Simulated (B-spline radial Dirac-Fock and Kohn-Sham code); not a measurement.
System: neutral erbium in the configuration [Xe] 4f12 6s2. Calculated with a B-spline atomic structure program, using independent-particle photoionisation in a Dirac-Hartree-Slater potential with a Latter tail, all multipoles, thresholds from Dirac-Fock ΔSCF.

Task: Which of the sources Mg Kα (1253.6 eV), Al Kα (taken as 1486.9 eV), Ag Lα (2984.4 eV), Cr Kα (5414.7 eV), Cu Kα (8047.8 eV), Ga Kα (9251.7 eV), Mo Kα (17479.3 eV), Ag Kα (22162.9 eV) can ionise the 3p1/2 level, and how does the cross section change among them?

Result: The computed threshold is 2008.1 eV, above Mg Kα, Al Kα; the others can ionise it. Cross sections: Ag Lα 36.0 kb, Cr Kα 12.4 kb, Cu Kα 5.33 kb, Ga Kα 3.87 kb, Mo Kα 0.797 kb, Ag Kα 0.422 kb. From the first to the last it falls by a factor of 85.
